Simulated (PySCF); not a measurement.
Species: CH2B3F3O3S.
SMILES: `FC(F)(F)SB1OBOBO1`

Torsions of this conformer, `[F:1][C:2]([F:3])([F:4])[S:5][B:6]1[O:7][BH:8][O:9][BH:10][O:11]1`: F1–C2–S5–B6 62°, C2–S5–B6–O7 1°.

The closed-shell ground state was solved at several levels (PySCF, density fitting, gas phase, non-relativistic). The structure is a single PBE0-D3(BJ)/def2-SVP conformer in the gas phase; no vibrational or solvent corrections.

| level | basis functions | HOMO (eV) | LUMO (eV) | gap (eV) | dipole (D) |
| --- | --- | --- | --- | --- | --- |
| PBE0/pcSseg-1 | 204 | -8.52 | -0.93 | 7.59 | 1.40 |
| B3LYP/def2-SVPD | 261 | -8.26 | -1.21 | 7.05 | 1.41 |

Q: Estimate the row for wB97X-D/pcSseg-2, a basis of 431 functions; the other rows only guide the guess.

A: HOMO -10.33 eV, LUMO 1.01 eV, gap 11.34 eV, dipole 1.46 D.

Q: Over all these levels, which gives the widest orbital gap and which the narrowest?

A: wB97X-D/pcSseg-2 (range-separated hybrid) has the widest, 11.34 eV, and B3LYP/def2-SVPD (global hybrid, 20 % exact exchange) the narrowest, 7.05 eV. Functional and basis both differ between the two, so the spread mixes both effects.

Q: How far do the dipole and the HOMO energy spread over the levels?

A: The dipole runs from 1.40 to 1.46 D (mean 1.42 D) and the HOMO from -10.33 to -8.26 eV.
